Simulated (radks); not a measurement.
The numbers below are computed, except where a source is named.
Initial-state core-level shifts of the erbium ion Er+ when its valence configuration changes from [Xe] 4f12 6s1. Level of theory: scalar-relativistic Kohn-Sham, BLYP, spin-polarised, spherical densities, point nucleus; open shells are filled with parallel spins first (spin-orbit coupling, left out, can overturn this in heavy ions) (a radial shooting solver on a logarithmic mesh with Libxc functionals). Shifts are changes of the shell-averaged eigenvalues in eV (positive: less bound).

valence                    2p       3s       4p       5p
4f10 6s1 6p2          -22.630  -24.396  -23.250  -13.450
4f10 6s2 6p1          -21.560  -23.325  -22.177  -12.449
4f11 6s1 6p1          -10.471  -11.234  -10.838   -6.611
4f11 6s2               -9.228   -9.997   -9.595   -5.409
4f11 5d1 6s1           -6.887   -7.713   -7.283   -3.171
4f11.5 5d0.5 6s1       -3.310   -3.690   -3.512   -1.602
4f13                   +6.165   +6.646   +6.520   +4.024
4f12 5d0.5 6s0.5       +0.766   +0.742   +0.760   +0.798
4f10 5d0.5 6s0.5 6p2  -21.223  -23.030  -21.882  -12.235
